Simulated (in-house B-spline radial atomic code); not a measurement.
# LC-wPBE excitations of Ar

Method: LC-wPBE. Computed with a B-spline radial code for spherical atoms: linear response of the closed shell [Ne] 3s2 3p6 with the functional's adiabatic kernel; scalar-relativistic (spin-free one-electron X2C), finite nucleus, no spin-orbit coupling, no double excitations, S, P, D and F terms only. Only terms of natural parity with L up to 3 were computed.

Command:
```bash
python run_td.py task.json out
```
Settings (radii: box in bohr, nucleus in fm):
```
Z                        18
electrons                18
configuration            [Ne] 3s2 3p6
hamiltonian              x2c
method                   lc_wpbe
box_radius               75
rms_radius               3.4274
intervals                78
```

Time taken, with all properties: 1.3 s on 1 thread of Intel(R) Xeon(R) Platinum 8559C (Emerald Rapids), with other jobs on the host.

The lowest states, in the order of their Tamm-Dancoff energies; the method's threshold (minus the highest occupied level) is 14.951 eV. Labels give the largest channel, * marks a mixed state, and oscillator strengths are full-response dipole values. Semilocal kernels can invert the small singlet-triplet splittings of Rydberg terms. Energies in eV:

| state | full response | Tamm-Dancoff | oscillator strength |
| --- | --- | --- | --- |
| 3p → 4s 3P | 11.031 | 11.040 | - |
| 3p → 4s 1P | 11.241 | 11.247 | 0.268 |
| 3p → 4p 3S | 12.216 | 12.224 | - |
| 3p → 4p 3D | 12.397 | 12.401 | - |
| 3p → 4p 1D | ? | ? | - |
| 3p → 4p 1S | 12.705 | 12.740 | - |
| 3p → 3d 3P | 13.209 | 13.217 | - |
| 3p → 3d 3F | 13.255 | 13.269 | - |
| 3p → 5s 3P | ? | ? | - |
| 3p → 3d 1F | 13.347 | 13.347 | - |

Where does 3p → 5s 3P lie?

At 13.318 eV in full response, 13.320 eV in Tamm-Dancoff.

Where does 3p → 4p 1D lie?

At 12.466 eV in full response, 12.468 eV in Tamm-Dancoff.

How large is the singlet-triplet splitting of 3p → 4s (P terms) in Tamm-Dancoff?

0.207 eV, from the unrounded values.

What polarisabilities and dispersion coefficient does the method give?

Dipole 11.28 bohr³, quadrupole 54.95 bohr⁵, C6 65.5 hartree·bohr⁶ for two such species. Recommended dipole value: 11.083 ± 0.007 bohr³ (Schwerdtfeger and Nagle, table of static dipole polarizabilities (2023 update)), which includes relativity and correlation.
